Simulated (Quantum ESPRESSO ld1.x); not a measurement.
The numbers below are computed, except where a source is named.
Species: the potassium ion K3+. Configuration: [Ne] 3s1 3p4 4s1 (not the ground configuration). Code: ld1.x of Quantum ESPRESSO 7.5. Model: non-relativistic Kohn-Sham, LDA (Slater exchange, Perdew-Wang correlation), spin-polarised, spherical densities, point nucleus; open shells are filled with parallel spins first.

Normalised radial functions P(r) = r R(r), r in bohr:

r,3p down
0.009653,0.0067
0.01247,0.0109
0.01611,0.0176
0.02097,0.0286
0.02709,0.0450
0.035,0.0698
0.04557,0.1073
0.05887,0.1584
0.07666,0.2282
0.09902,0.3105
0.1279,0.3982
0.1666,0.4730
0.2151,0.4974
0.2779,0.4345
0.3619,0.2443
0.4675,-0.0627
0.6038,-0.4376
0.7863,-0.7827
1.016,-0.9540
1.312,-0.8995
1.708,-0.6525
2.207,-0.3612
2.851,-0.1443
3.712,-0.0366
4.795,-0.0057
6.194,-0.0005
8.065,0.0000

3p down: eigenvalue -58.814 eV, 1 radial node at r = 0.446 bohr, <r> = 1.27 bohr, 90 % of the charge inside 1.92 bohr.
